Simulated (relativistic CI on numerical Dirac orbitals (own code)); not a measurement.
# Pr47+: computed level list

Calculated at this level of theory: Dirac-Coulomb-Breit CI, KLI orbitals optimised for each configuration, QED by a radiative potential, unscaled Slater integrals (own radial code, finite nucleus).

CI space (outside the closed core [Ne]): 3s², 3s3p, 3p², 3s3d, 3d², 3p3d, 3p4s, 3d4s, 3s4s, 3s4p, 3s4d, 3s4f, 3s5s, 3s5p, 3s5d, 3s5f. Levels of other configurations are missing.

```csv
No.,Configuration,Term,J,E (10³ cm⁻¹),%,Next component (%),Landé g,jj configuration (%)
1,3s²,¹S,0,0.0,99,1 3p² ¹S,,closed (99)
2,3s3p,³P°,0,793.5,100,,,3s 3p1/2 (100)
3,3s3p,³P°,1,879.7,78,22 ¹P°,1.381,3s 3p1/2 (98)
4,3s3p,³P°,2,1821.6,100,,1.492,3s 3p3/2 (100)
5,3p²,³P,0,1911.9,72,28 ¹S,,3p1/2^2 (99)
6,3s3p,¹P°,1,2058.4,77,22 ³P°,1.101,3s 3p3/2 (98)
7,3p²,¹D,2,2848.4,58,29 ³P,1.136,3p1/2 3p3/2 (86)
8,3p²,³P,1,2857.0,100,,1.493,3p1/2 3p3/2 (100)
9,3s3d,³D,1,3128.4,100,,0.492,3s 3d3/2 (100)
10,3s3d,³D,2,3180.6,83,11 ¹D,1.149,3s 3d3/2 (83)
11,3s3d,³D,3,3359.7,100,,1.326,3s 3d5/2 (100)
12,3s3d,¹D,2,3463.5,70,15 ³D,1.088,3s 3d5/2 (80)
13,3p²,³P,2,3958.5,53,39 ¹D,1.261,3p3/2^2 (92)
14,3p3d,³F°,2,3986.7,76,20 ¹D°,0.750,3p1/2 3d3/2 (100)
15,3p²,¹S,0,4055.0,71,28 ³P,,3p3/2^2 (98)
16,3p3d,³D°,1,4194.7,56,25 ¹P°,0.800,3p1/2 3d3/2 (99)
17,3p3d,³P°,2,4329.6,46,33 ³D°,1.265,3p1/2 3d5/2 (100)
18,3p3d,³F°,3,4336.2,60,20 ³D°,1.109,3p1/2 3d5/2 (97)
19,3p3d,³D°,2,5088.8,48,32 ¹D°,1.016,3p3/2 3d3/2 (96)
20,3p3d,³P°,0,5154.5,100,,,3p3/2 3d3/2 (100)
21,3p3d,³F°,3,5155.3,40,33 ³D°,1.136,3p3/2 3d3/2 (88)
22,3p3d,³P°,1,5158.7,65,32 ³D°,1.152,3p3/2 3d3/2 (98)
23,3p3d,³F°,4,5248.4,100,,1.243,3p3/2 3d5/2 (100)
24,3p3d,³P°,2,5330.4,51,32 ¹D°,1.271,3p3/2 3d5/2 (96)
25,3p3d,¹F°,3,5461.6,54,46 ³D°,1.147,3p3/2 3d5/2 (90)
26,3p3d,¹P°,1,5536.7,71,17 ³P°,1.025,3p3/2 3d5/2 (97)
27,3d²,³F,2,6332.0,80,18 ¹D,0.735,3d3/2^2 (98)
28,3d²,³P,0,6486.7,80,19 ¹S,,3d3/2^2 (95)
29,3d²,³F,3,6538.5,100,,1.076,3d3/2 3d5/2 (100)
30,3d²,³P,2,6618.7,49,36 ¹D,1.184,3d3/2 3d5/2 (97)
31,3d²,¹G,4,6623.0,53,47 ³F,1.110,3d3/2 3d5/2 (92)
32,3d²,³P,1,6646.1,100,,1.494,3d3/2 3d5/2 (100)
33,3d²,³F,4,6810.3,53,47 ¹G,1.125,3d5/2^2 (92)
34,3d²,³P,2,6866.0,49,46 ¹D,1.225,3d5/2^2 (99)
35,3d²,¹S,0,7061.7,79,20 ³P,,3d5/2^2 (94)
36,3s4s,³S,1,14884.1,100,,1.994,3s 4s (100)
37,3s4s,¹S,0,14975.4,100,,,3s 4s (100)
38,3s4p,³P°,0,15301.5,99,1 3p4s ³P°,,3s 4p1/2 (99)
39,3s4p,³P°,1,15309.7,68,31 ¹P°,1.334,3s 4p1/2 (100)
40,3s4p,¹P°,1,15690.2,51,25 ³P°,1.189,3s 4p3/2 (77)
41,3s4p,³P°,2,15718.1,100,,1.495,3s 4p3/2 (100)
42,3p4s,³P°,0,15838.2,99,1 3s4p ³P°,,3p1/2 4s (99)
43,3p4s,³P°,1,15893.7,56,21 ¹P°,1.304,3p1/2 4s (77)
44,3s4d,³D,1,16187.2,100,,0.496,3s 4d3/2 (100)
45,3s4d,³D,2,16193.8,69,31 ¹D,1.109,3s 4d3/2 (99)
```

Energies count from the lowest computed level; ° marks odd parity. Filled j subshells are mostly left out of the jj labels.

The mean weight of the leading LS term, summed over parents, in these 45 levels is 76 %, and that of the leading jj configuration (from the same eigenvectors) 96 %, so jj coupling describes them better and the LS labels are nominal.

At this charge energies of transitions that change n are usually good to better than 1 %, and those within a shell (Δn = 0) to a few per cent.

LS names give the leading component of a level, which can be under half, so a name can repeat, a term be missing and a line seem to break the LS rules.
